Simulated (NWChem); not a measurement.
System: CH$_{6}$O$_{2}$SSi; SMILES C[Si](O)(O)S

NWChem input:

```
start job
memory heap 200 mb stack 900 mb global 1100 mb
geometry units angstroms noautoz
  C      1.618513     1.094312     0.410859
  Si    -0.067432     0.412021    -0.005189
  O     -0.496921     1.130498    -1.431041
  O     -1.257793     0.753470     1.103534
  S     -0.049281    -1.758556    -0.108847
  H      1.564800     2.186520     0.482140
  H      1.989843     0.702892     1.363547
  H      2.347224     0.845014    -0.368507
  H     -1.376569     0.904332    -1.767065
  H     -1.290791     0.196857     1.894261
  H      1.108285    -1.871610    -0.795619
end
basis spherical
  * library 6-31g*
end
dft
  xc xpbe96 cpbe96
  iterations 150
  mulliken
end
task dft energy
```

Structure relaxed at the B3LYP/6-31G* (spherical d) level.

Task: Predict the main results of this run. (PBE/6-31G* (spherical d).) Quantities: energy (Ha); highest occupied level (eV); orbital gap (eV); dipole (D).

Result: 
| Property | Result |
|---|---|
| energy (Ha) | -879.39 |
| highest occupied level (eV) | -6.02 |
| orbital gap (eV) | 5.89 |
| dipole (D) | 0.90 |
